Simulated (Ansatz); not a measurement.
System: phenylsilane, C$_{6}$H$_{8}$Si, net charge 0, singlet state. SMILES: [SiH3]c1ccccc1
Structure (B3LYP-D3(BJ)/def2-TZVP (Ansatz, an electronic-structure program) minimum search):
```xyz
15

Si     2.3182    -0.2437    -0.1520
C      0.4606    -0.0525    -0.0462
C     -0.3564    -1.1369     0.2923
C     -1.7338    -0.9901     0.4007
C     -2.3209     0.2483     0.1694
C     -1.5265     1.3368    -0.1716
C     -0.1496     1.1851    -0.2788
H      2.8656     0.7075    -1.1482
H      2.6582    -1.6314    -0.5465
H      2.9632     0.0358     1.1549
H      0.0853    -2.1107     0.4694
H     -2.3490    -1.8417     0.6621
H     -3.3942     0.3640     0.2508
H     -1.9798     2.3022    -0.3572
H      0.4551     2.0421    -0.5521
```
Charge 0, spin multiplicity 1.

Parts of the frozen-core correlation energy in cc-pV(T+d)Z (Ansatz, hartree). Frozen orbitals: 11; correlated occupied orbitals by spin: 18 and 18; virtual: 302 and 302. Spin-orbit coupling is left out. Non-relativistic. The restricted reference is unstable.

| term | value |
|---|---|
| reference (HF) | -520.89021 |
| MP2 opposite-spin | -0.81639 |
| MP2 same-spin | ? |
| CCSD correlation | ? |
| (T) | ? |
| T1 diagnostic | 0.011 |
| largest doubles amplitude | 0.071 |

### Question
Fill in the missing entries.

### Answer

- MP2 same-spin, value: -0.25826
- CCSD correlation, value: -1.11544
- (T), value: -0.05785
